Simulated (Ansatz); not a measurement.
Wavefunction ladder for C$_{2}$H$_{6}$AlClO$_{2}$

Cartesian coordinates in Å:
```
O 1.022 0.045 0.804
C 0.924 0.939 -0.392
C -0.534 0.867 -0.769
Al -0.793 -0.615 0.520
O -0.550 -2.218 -0.017
Cl -1.965 -0.366 2.268
H 1.796 -0.526 0.790
H 1.281 1.914 -0.062
H 1.593 0.535 -1.153
H -0.686 0.597 -1.813
H -1.075 1.786 -0.549
H -1.012 -2.957 0.373
```

The species carries charge 0 and has multiplicity 1. The bonds changed during the relaxation, so this is another structure than the one it started from. The structure was optimised at the PBE0-D4/def2-TZVP level. It is one conformer, not always the lowest. Frozen core, restricted reference, Ansatz. CBS rows extrapolate triple and quadruple zeta; past MP2 they add the triple-zeta difference.

```tsv
basis	HF (Eh)	MP2 corr.	CCSD corr.	(T)	CCSD(T) total
def2-TZVPP	-930.65247	?	-1.13459	-0.04374	?
def2-QZVPP	?	-1.17950	–	–	–
CBS(def2)	-930.68760	?	?	as TZ	?
```

Problem. Fill in the withheld values. (An estimate is asked.)

Solution. Ansatz gave: def2-TZVPP MP2 corr.: -1.09188; def2-TZVPP CCSD(T) total: -931.83080; def2-QZVPP HF (Eh): -930.68335; CBS(def2) MP2 corr.: -1.24440; CBS(def2) CCSD corr.: -1.28712; CBS(def2) CCSD(T) total: -932.01846.
